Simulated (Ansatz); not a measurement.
Basis-set series for CH$_{7}$N$_{3}$W, SMILES `[CH3][W](=[NH])(=[NH])[NH2]`. Charge 0, multiplicity 1. W: def2 effective core potential. The structure was optimised at the PBE0-D4/def2-TZVP level. It is one conformer, not always the lowest.

| functional | basis | functions | energy (Eh) | HOMO (eV) | LUMO (eV) |
| --- | --- | --- | --- | --- | --- |
| PBE0-D4 | def2-TZVPP | 278 | -273.60639 | -7.39 | -0.72 |
| PBE0-D4 | def2-QZVPP | 519 | -273.61988 | -7.43 | -0.80 |
| ωB97M-V | def2-TZVPP | 278 | -273.66411 | -9.69 | 1.34 |
| ωB97M-V | def2-QZVPP | 519 | -273.67698 | -9.73 | 0.94 |

Q: Give the rows for def2-SVP. (Best estimate.)

A: Ansatz gave: 
```tsv
functional	basis	functions	energy (Eh)	HOMO (eV)	LUMO (eV)
PBE0-D4	def2-SVP	123	-273.34059	-7.29	-0.58
ωB97M-V	def2-SVP	123	-273.38678	-9.58	1.50
```

Positive LUMOs are unbound and depend on the basis.
